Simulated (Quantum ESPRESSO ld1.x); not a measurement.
One sound ld1.x (Quantum ESPRESSO 7.5) input for neutral hafnium gives E = -14325.767 hartree in 31 iterations:

```
 &input
    zed=72.0,
    iswitch=1,
    rel=0,
    dft='BLYP',
    config='[Xe] 4f14 5d2 6s2',
    verbosity='high',
    prefix='ld1',
    max_out_wfc=37,
    file_charge='ld1.rho',
 /
```

Changed or added lines, one case at a time, and what came of them:

- config='[Xe] 4f14 5d2 6s2 3f1': refused. The program stops in el_config with "main/angular quantum number mismatch": l must be smaller than n.
- zval=1: refused. The program stops in ld1_readin with "reading input namelist": the namelist holds a keyword that &input does not know.
- rel=2 relpert=.true.: refused. The program stops in ld1_readin with "perturbative SO-splitting for AE calculations with rel=0 only": the perturbative correction needs rel = 0.
- tr2=1e-30: usable despite the warning. The threshold lies below the rounding noise, so the cycle runs to its limit and warns, but the energy differs from the sound run by less than 1e-5 hartree.
- atom='Hf': harmless. atom and zed name the same element, and the result equals that of the sound run.
- rel=2 lsd=1: refused. The program stops in ld1_readin with "local spin density and spin-orbit not allowed": spin polarisation goes with rel = 0 or 1 alone.
- dft='B3LPY': silently wrong. The misspelt name is read as B3LYP (index line 7 12 9 7), and as for B3LYP no exact exchange is computed, so the numbers are not those of the hybrid.
